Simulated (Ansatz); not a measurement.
ClH₂ISi (`Cl[SiH2]I`) at its PBE0-D4/def2-TZVP geometry, where that method's forces vanish. Charge 0, multiplicity 1. I takes the def2 core potential.

```
atom   x (Å)   y (Å)   z (Å)
 Cl1   1.751  -0.514   0.824
 Si2  -0.059   0.128   0.126
  I3  -0.636  -1.001  -1.943
  H4   0.032   1.578  -0.142
  H5  -1.088  -0.190   1.135
```

Q: For each bond, give half the difference of the two atoms' forces along it (eV/Å; positive pushes the atoms apart) under PBE-D4, r2SCAN-D4, B3LYP-D4, ωB97M-V in def2-TZVPP. (Estimate.)

A: Computed: 
```csv
bond,length (Å),PBE-D4,r2SCAN-D4,B3LYP-D4,ωB97M-V
Cl1–Si2,2.044,0.20,0.05,0.22,0.10
Si2–I3,2.427,0.11,0.07,0.22,0.00
Si2–H4,1.477,0.07,-0.03,-0.15,-0.16
Si2–H5,1.477,0.07,-0.03,-0.15,-0.16
```

B3LYP here is the variant with VWN-RPA as its local correlation; programs differ in this.
